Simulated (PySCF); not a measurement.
# Dipole moment and polarisability across levels of theory

FGeH4P.
Atom-mapped SMILES: `[F:1][GeH2:2][PH2:3]` (hydrogens: H4, H5 on Ge2; H6, H7 on P3)

PySCF, dipoles from the SCF density, polarisabilities from static response with core orbitals frozen. The structure is a single PBE0-D3(BJ)/def2-SVP conformer in the gas phase; no vibrational or solvent corrections. Relativistic effects, spin–orbit coupling among them, are left out although an element past zinc is present.

**Question.** Compare the levels for these properties.

**Answer.** 

```json
{"level": "LDA/def2-SVPD", "μ (D)": "2.524", "α (au)": "62.75", "anisotropy (au)": "22.36"}
{"level": "PBE/def2-SVPD", "μ (D)": "2.416", "α (au)": "61.67", "anisotropy (au)": "21.83"}
{"level": "B3LYP/def2-SVPD", "μ (D)": "2.522", "α (au)": "60.12", "anisotropy (au)": "21.11"}
{"level": "PBE0/def2-SVPD", "μ (D)": "2.560", "α (au)": "59.47", "anisotropy (au)": "20.58"}
{"level": "BHandHLYP/def2-SVPD", "μ (D)": "2.662", "α (au)": "57.94", "anisotropy (au)": "19.86"}
{"level": "CAM-B3LYP/def2-SVPD", "μ (D)": "2.609", "α (au)": "59.29", "anisotropy (au)": "20.27"}
{"level": "wB97X-D/def2-SVPD", "μ (D)": "2.591", "α (au)": "59.07", "anisotropy (au)": "20.18"}
{"level": "LC-wPBE/def2-SVPD", "μ (D)": "2.649", "α (au)": "57.98", "anisotropy (au)": "19.13"}
{"level": "HF/def2-SVPD", "μ (D)": "2.762", "α (au)": "55.65", "anisotropy (au)": "18.26"}
{"level": "PBE0/6-31G*", "μ (D)": "2.558", "α (au)": "48.31", "anisotropy (au)": "20.63"}
{"level": "PBE0/def2-SVP", "μ (D)": "2.537", "α (au)": "49.78", "anisotropy (au)": "18.73"}
{"level": "PBE0/aug-cc-pVDZ", "μ (D)": "2.502", "α (au)": "60.58", "anisotropy (au)": "21.00"}
{"level": "PBE0/def2-TZVP", "μ (D)": "2.421", "α (au)": "56.78", "anisotropy (au)": "21.32"}
```

The anisotropy is √(½[(α1 − α2)² + (α2 − α3)² + (α3 − α1)²]). The dipole runs from 2.42 D (PBE/def2-SVPD) to 2.76 D (HF/def2-SVPD). No reference polarisability is at hand; against PBE0 in the largest diffuse basis at hand (aug-cc-pVDZ) the other PBE0 rows deviate by 6-31G* -20%, def2-SVP -18%, def2-SVPD -2%, def2-TZVP -6%. In one basis (def2-SVPD) the functionals order the polarisability from HF (lowest) to LDA (highest), a spread of 13%. With PBE0 the polarisability is 51.62 au without diffuse functions (mean of 6-31G*, def2-SVP and def2-TZVP) and 60.03 au with them (mean of def2-SVPD and aug-cc-pVDZ).

Without π bonds the low states are Rydberg-like; a valence basis with one diffuse set may place them up to an eV too high.
